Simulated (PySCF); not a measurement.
Potential energy curve for SMILES [BeH2]. The Be1–H3 bond (Be1 also carries H; H3 carries nothing else) is pulled apart rigidly from the PBE0/def2-TZVP optimised geometry. Each curve is given relative to its own lowest point near equilibrium.

```json
[
 {"R / Å": "0.99", "A": "37.2", "B": "38.3", "C": "38.3", "D": "36.2"},
 {"R / Å": "1.07", "A": "19.2", "B": "19.8", "C": "19.8", "D": "18.4"},
 {"R / Å": "1.12", "A": "11.7", "B": "12.1", "C": "12.1", "D": "11.1"},
 {"R / Å": "1.20", "A": "4.2", "B": "4.3", "C": "4.3", "D": "3.8"},
 {"R / Å": "1.26", "A": "1.2", "B": "1.3", "C": "1.3", "D": "1.0"},
 {"R / Å": "1.31", "A": "0.1", "B": "0.2", "C": "0.2", "D": "0.1"},
 {"R / Å": "1.34", "A": "0.0", "B": "0.0", "C": "0.0", "D": "0.0"},
 {"R / Å": "1.38", "A": "0.3", "B": "0.3", "C": "0.3", "D": "0.4"},
 {"R / Å": "1.43", "A": "1.3", "B": "1.3", "C": "1.3", "D": "1.5"},
 {"R / Å": "1.48", "A": "2.9", "B": "3.0", "C": "3.0", "D": "3.2"},
 {"R / Å": "1.55", "A": "6.0", "B": "6.2", "C": "6.2", "D": "6.4"},
 {"R / Å": "1.65", "A": "11.5", "B": "12.0", "C": "12.0", "D": "12.0"},
 {"R / Å": "1.80", "A": "21.1", "B": "22.4", "C": "22.4", "D": "22.0"},
 {"R / Å": "2.00", "A": "34.7", "B": "37.6", "C": "37.6", "D": "36.3"},
 {"R / Å": "2.20", "A": "47.8", "B": "51.9", "C": "52.8", "D": "50.5"},
 {"R / Å": "2.40", "A": "59.4", "B": "60.9", "C": "67.4", "D": "63.8"},
 {"R / Å": "2.65", "A": "71.1", "B": "67.3", "C": "84.1", "D": "77.6"},
 {"R / Å": "2.96", "A": "81.4", "B": "71.2", "C": "102.3", "D": "87.3"},
 {"R / Å": "3.24", "A": "87.3", "B": "72.8", "C": "116.5", "D": "91.7"},
 {"R / Å": "3.63", "A": "91.3", "B": "73.7", "C": "133.1", "D": "94.5"},
 {"R / Å": "4.06", "A": "92.5", "B": "74.1", "C": "147.7", "D": "—"},
 {"R / Å": "4.68", "A": "92.8", "B": "74.2", "C": "163.5", "D": "—"}
]
```

Energies in kcal/mol.

**Question.** Assign the columns to these levels of theory: RHF/cc-pVDZ (PySCF); CCSD(T) on UHF/cc-pVDZ (PySCF); UHF/cc-pVDZ in PySCF 2.14.0; unrestricted M06-2X/cc-pVDZ (PySCF).

**Answer.** A is UCCSD(T); B is UHF; C is RHF; D is UKS-M06-2X.

Dashes: no converged value, or the column stops at the first point that the program doubted or that broke a chosen test of continuity, which isn't proof of a fault.

The unrestricted determinant behind UCCSD(T), UHF is spin-contaminated at 2.20 to 4.68 Å (<S²> up to 1.0, against 0.00 for a pure singlet). The unrestricted solution behind UKS-M06-2X changes between 3.63 and 4.06 Å, which can leave a kink. The unrestricted determinant behind UKS-M06-2X is spin-contaminated at 2.65 to 3.63 Å (<S²> up to 0.9, against 0.00 for a pure singlet). The restricted form behind RHF keeps the bonding electrons paired and can't separate into open-shell fragments.
